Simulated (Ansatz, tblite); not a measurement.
Cost and result up the ladder for HgCl₂ (3 atoms). The state is a singlet with charge 0. Geometry: PBE0-D4/def2-TZVP.

```xyz
3

Hg    0.0006    0.0003    0.0005
Cl   -1.5645    0.7642    1.4357
Cl    1.5639   -0.7646   -1.4362
```

Ansatz on 4 threads of Arm Neoverse V2 on a shared host; xTB runs through tblite on one thread. Times are rough, summed over both states, and most runs start from the orbitals of an earlier one. CAM-B3LYP-D4/def2-TZVP serves as the yardstick here, not as an exact answer. The other state is a quintet at its own geometry, which has other bonds, so the gap mixes isomer and spin.

In the def2 sets Hg takes a core potential; there is no spin–orbit coupling. The xTB rows come from tblite. Correlated methods freeze 10 core orbitals; core or outer-core shells of Hg are correlated, in sets that lack core-valence functions. The structure comes from a short search, and lower isomers may exist.

Correlated methods converge slowly with the basis.

xTB has no spin-polarisation term.

```csv
level,functions,wall time
GFN1-xTB,22,0.004 s
GFN2-xTB,22,0.004 s
MP2/def2-TZVP,117,3.6 s
CAM-B3LYP-D4/def2-TZVP,117,6.6 s
```

Estimate what each level gives for the quintet − singlet (eV).


```csv
level,quintet − singlet (eV),difference from CAM-B3LYP-D4/def2-TZVP (eV)
GFN1-xTB,12.00,2.74
GFN2-xTB,11.32,2.06
MP2/def2-TZVP,9.61,0.35
CAM-B3LYP-D4/def2-TZVP,9.26,0.00
```
